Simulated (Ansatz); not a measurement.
One change: `[OH][Ga]([F])[SH]` becomes `[OH][Ga]([F])[O][SiH3]`.

Ansatz, PBE0-D4/def2-TZVP geometries, multiplicity 1. Each molecule was computed in one conformer, which needn't be the lowest.

Scalar relativity is left out up to krypton.

```tsv
property	`[OH][Ga]([F])[SH]`
HOMO energy (PBE0/def2-TZVPP) / eV	-8.21
HOMO–LUMO gap (PBE/def2-TZVPP) / eV	4.78
HOMO–LUMO gap (B3LYP/def2-TZVPP) / eV	6.40
LUMO energy (ωB97M-V/def2-TZVPP) / eV	0.65
HOMO–LUMO gap (ωB97M-V/def2-TZVPP) / eV	11.06
LUMO energy (B3LYP/def2-TZVPP) / eV	-1.56
```

Question: What does the change do to each property? (An estimate is asked.)

Answer: Computed: 
```csv
property,`[OH][Ga]([F])[O][SiH3]`,shift
HOMO energy (PBE0/def2-TZVPP) / eV,-8.94,-0.73
HOMO–LUMO gap (PBE/def2-TZVPP) / eV,5.00,0.22
HOMO–LUMO gap (B3LYP/def2-TZVPP) / eV,6.86,0.46
LUMO energy (ωB97M-V/def2-TZVPP) / eV,0.32,-0.33
HOMO–LUMO gap (ωB97M-V/def2-TZVPP) / eV,11.57,0.51
LUMO energy (B3LYP/def2-TZVPP) / eV,-1.87,-0.31
```

With PBE0 the HOMO falls by 0.73 eV and the LUMO falls by 0.30 eV, so the gap widens by about 0.43 eV. PBE moves the HOMO by -0.54 eV and ωB97M-V by -0.82 eV.

B3LYP here is the variant with VWN-RPA as its local correlation; programs differ in this.
